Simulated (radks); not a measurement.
Results of a calculation; reference values are marked as such.
Numerical settings for neutral samarium, [Xe] 4f6 6s2. Level of theory: scalar-relativistic Kohn-Sham, BLYP, spin-polarised, spherical densities, point nucleus; open shells are filled with parallel spins first (spin-orbit coupling, left out, can overturn this in heavy ions) (a radial shooting solver on a logarithmic mesh with Libxc functionals). The defaults (mesh step 0.008 in ln r, mesh end at 40 bohr or more with all orbitals vanishing there, Anderson mixing 0.5 over 9 steps, residual threshold near 1e-9 with the energy settled to 1e-9 hartree or 1e-11 of itself, here a cap of 89 iterations) give E = -10428.2218 hartree and 6s at -3.313 eV in 14 iterations. Run on one thread of a shared host, so times are rough (Arm Neoverse V1): 0.29 s of CPU time, 0.29 s wall, 14 iterations on 2728 mesh points. One setting is changed at a time: mesh step in ln r 0.12; mesh step in ln r 0.005; mesh step in ln r 0.05; mesh end (bohr) 8; mesh end (bohr) 400; residual threshold 1e-16; residual threshold 0.1; mixing 0.05; linear mixing, mixing 1; linear mixing, mixing 0.5; mixing history 20; iteration cap 3. Which runs fail to converge, and which converge to a wrong energy?

Answer. Not converged within the cap: mesh step in ln r 0.12; residual threshold 1e-16; linear mixing, mixing 1; iteration cap 3. Settings that end as converged yet miss the energy by more than 1 mhartree: mesh end (bohr) 8 (+0.0224 hartree).
